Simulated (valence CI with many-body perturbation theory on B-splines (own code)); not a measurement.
# E1 transitions of Co14+

Method: valence CI with perturbative core correlation (CI+MBPT): three valence electrons over a frozen Dirac-Fock core [Ne], a basis of 11 s, 11 p, 9 d, 7 f, 5 g, 2 h, 1 i functions for each j, with the one-electron correlation potential Σ1 (screened to all orders), the two-electron term Σ2, the three-electron term Σ3, Breit, model QED; selected single and double excitations, second order for the rest (own B-spline code, finite nucleus).

No measured levels were compared; by estimate levels of excited configurations hold to 0.05 to 0.15 % of their energy, terms of the ground configuration to about 0.5 %.

Lines 1 to 50 of 264 in falling wavelength, among levels below 148.79 eV, chosen from the strongest by gf and those to the six lowest levels. Wavelengths and rates use the calculated energies, so an error of 300 cm⁻¹ moves a line at 506.3 Å by 0.15 % and its rate by three times that or more. Electric multipoles are in the length gauge, E1 and E2 with the static RPA response of the core. Weak lines are less certain than strong ones. Lines between different terms over intervals too small for the method are left out, as are lines whose strength nearly cancels. Where a level lies close to another of its J and parity, the split of strength between their lines is uncertain. The highest levels of a list are the least certain.

Names give the largest LS component (configuration and term), which can be under half, so a name can repeat, a term be missing and a line seem to break the LS rules; names also repeat where a configuration has a term twice. Letters in brackets count levels of one name in rising energy.

```
λ vac (Å)                 Upper                 Lower   A (s⁻¹)  S (a.u.) with core polarisation  S without
    506.3           3p3 2D°_5/2         3s 3p2 2P_3/2  7.46e+08                         2.87e-01   2.98e-01
    474.0         3p2 3d 2G_7/2  3s 3p 3d 2F°_5/2 [b]  1.07e+09                         4.49e-01   4.67e-01
    456.6         3s 3p2 4P_1/2        3s2 3p 2P°_3/2  1.32e+07                         1.24e-03   1.29e-03
    454.5         3p2 3d 2G_9/2  3s 3p 3d 2F°_7/2 [b]  1.26e+09                         5.86e-01   6.09e-01
    448.5     3p2 3d 2F_7/2 [a]  3s 3p 3d 2F°_7/2 [a]  8.48e+08                         3.02e-01   3.14e-01
    437.4         3s 3p2 4P_3/2        3s2 3p 2P°_3/2  8.95e+06                         1.48e-03   1.54e-03
    429.2     3p2 3d 2F_5/2 [a]  3s 3p 3d 2F°_5/2 [a]  1.45e+09                         3.39e-01   3.52e-01
    416.4         3s 3p2 4P_5/2        3s2 3p 2P°_3/2  4.10e+07                         8.76e-03   9.10e-03
    413.2         3s 3p2 4P_1/2        3s2 3p 2P°_1/2  4.00e+07                         2.78e-03   2.89e-03
    399.1     3p2 3d 2D_3/2 [b]  3s 3p 3d 2P°_3/2 [b]  1.01e+09                         1.27e-01   1.32e-01
    397.4         3s 3p2 4P_3/2        3s2 3p 2P°_1/2  8.68e+05                         1.07e-04   1.12e-04
    396.1     3p2 3d 2P_1/2 [b]  3s 3p 3d 2D°_3/2 [b]  2.63e+09                         1.62e-01   1.68e-01
    383.4     3p2 3d 2F_5/2 [a]  3s 3p 3d 2D°_3/2 [a]  1.66e+09                         2.76e-01   2.87e-01
    380.3     3p2 3d 2P_3/2 [b]  3s 3p 3d 2D°_5/2 [b]  1.16e+09                         1.26e-01   1.31e-01
    373.1     3p2 3d 2F_7/2 [a]  3s 3p 3d 2D°_5/2 [a]  1.38e+09                         2.83e-01   2.94e-01
    372.6           3p3 2P°_3/2         3s 3p2 2P_3/2  3.04e+09                         3.11e-01   3.23e-01
    372.5     3p2 3d 2P_3/2 [b]  3s 3p 3d 2P°_1/2 [b]  1.25e+09                         1.28e-01   1.33e-01
    367.2           3p3 2P°_1/2         3s 3p2 2P_1/2  3.75e+09                         1.83e-01   1.90e-01
    363.6         3p2 3d 2D_5/2  3s 3p 3d 2P°_3/2 [b]  1.81e+09                         2.58e-01   2.67e-01
    363.3     3p2 3d 2F_5/2 [b]  3s 3p 3d 2D°_3/2 [b]  3.06e+09                         4.35e-01   4.51e-01
    357.1     3p2 3d 2F_7/2 [b]  3s 3p 3d 2D°_5/2 [b]  2.80e+09                         5.03e-01   5.21e-01
    356.7         3p2 3d 2G_9/2  3s 3p 3d 2F°_7/2 [a]  4.46e+09                         9.98e-01   1.03e+00
    352.0     3p2 3d 2P_3/2 [a]  3s 3p 3d 2D°_5/2 [a]  1.96e+09                         1.68e-01   1.75e-01
    343.8  3s 3p 3d 2F°_5/2 [a]         3s2 3d 2D_3/2  1.41e+09                         1.70e-01   1.77e-01
    343.2         3p2 3d 4F_3/2      3s 3p 3d 4D°_1/2  2.87e+09                         2.29e-01   2.37e-01
    341.7         3p2 3d 4F_7/2      3s 3p 3d 4D°_5/2  1.22e+09                         1.92e-01   1.99e-01
    341.5         3p2 3d 2G_7/2  3s 3p 3d 2F°_5/2 [a]  5.02e+09                         7.89e-01   8.18e-01
    337.5     3p2 3d 2F_5/2 [b]  3s 3p 3d 2F°_5/2 [b]  9.93e+08                         1.13e-01   1.17e-01
    337.4           3p3 2D°_3/2         3s 3p2 2D_3/2  2.21e+09                         1.67e-01   1.74e-01
    336.2         3p2 3d 4D_3/2  3s 3p 3d 2D°_5/2 [a]  1.43e+09                         1.07e-01   1.11e-01
    334.9           3p3 2D°_5/2         3s 3p2 2D_5/2  3.29e+09                         3.66e-01   3.80e-01
    334.7         3p2 3d 4F_5/2      3s 3p 3d 4D°_3/2  2.89e+09                         3.20e-01   3.32e-01
    333.9         3p2 3d 2D_5/2  3s 3p 3d 2F°_5/2 [b]  1.54e+09                         1.70e-01   1.77e-01
    333.6     3p2 3d 2F_5/2 [b]  3s 3p 3d 2F°_7/2 [b]  1.81e+09                         1.99e-01   2.07e-01
    333.6         3s 3p2 2D_3/2        3s2 3p 2P°_3/2  6.00e+07                         4.40e-03   4.57e-03
    331.7         3p2 3d 4F_9/2      3s 3p 3d 4D°_7/2  3.80e+09                         6.85e-01   7.10e-01
    331.5           3p3 2D°_5/2         3s 3p2 2D_3/2  3.63e+08                         3.91e-02   4.07e-02
    330.2         3s 3p2 2D_5/2        3s2 3p 2P°_3/2  2.16e+09                         2.31e-01   2.40e-01
    329.4         3p2 3d 4D_1/2      3s 3p 3d 4P°_1/2  4.03e+09                         1.42e-01   1.47e-01
    328.7           3p3 2P°_3/2         3s 3p2 2S_1/2  1.90e+09                         1.33e-01   1.39e-01
    326.4  3s 3p 3d 2F°_7/2 [a]         3s2 3d 2D_5/2  2.26e+09                         3.10e-01   3.22e-01
    325.5         3p2 3d 4D_7/2  3s 3p 3d 2D°_5/2 [a]  1.46e+09                         1.98e-01   2.06e-01
    324.1     3p2 3d 2F_7/2 [b]  3s 3p 3d 2F°_7/2 [b]  3.57e+09                         4.80e-01   4.99e-01
    324.0     3p2 3d 2P_1/2 [a]  3s 3p 3d 2D°_3/2 [a]  3.49e+09                         1.17e-01   1.21e-01
    323.3         3p2 3d 4F_7/2      3s 3p 3d 4P°_5/2  2.91e+09                         3.88e-01   4.02e-01
    322.1           3p3 4S°_3/2         3s 3p2 2D_3/2  1.82e+08                         1.20e-02   1.25e-02
    320.6         3p2 3d 4D_3/2      3s 3p 3d 4P°_3/2  2.99e+09                         1.94e-01   2.02e-01
    320.0         3p2 3d 4D_5/2      3s 3p 3d 4P°_3/2  2.01e+09                         1.95e-01   2.02e-01
    319.7         3p2 3d 4D_5/2      3s 3p 3d 4D°_5/2  2.78e+09                         2.69e-01   2.79e-01
    317.2         3p2 3d 2D_5/2  3s 3p 3d 2P°_3/2 [a]  1.73e+09                         1.64e-01   1.70e-01
```
